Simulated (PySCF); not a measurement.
**Ionisation energy of As by level of theory**

As [Ar] 3d10 4s2 4p3 (4S) → As⁺ [Ar] 3d10 4s2 4p2 (3P), as a difference of total energies. Computed with PySCF 2.14 in 6-31G*, with the non-relativistic Hamiltonian (point nucleus). Correlated levels: valence: [Ar] 3d10 frozen. The calculations carry no spin-orbit coupling.

```tsv
method	ionisation energy (eV)	difference from reference (eV)
UHF	9.460	-0.548
PBE0	9.997	-0.011
B3LYP	9.878	-0.130
MP2 (valence)	9.770	-0.238
SCS-MP2 (valence)	9.657	-0.351
CCSD (valence)	9.714	-0.294
CCSD(T) (valence)	9.718	-0.290
```

Reference: 10.008 eV (measured; NIST levels, between the centres of gravity of the two terms).

These non-relativistic numbers lack the scalar-relativistic shift.

Errors of the correlated levels include the incompleteness of this basis and the frozen core.
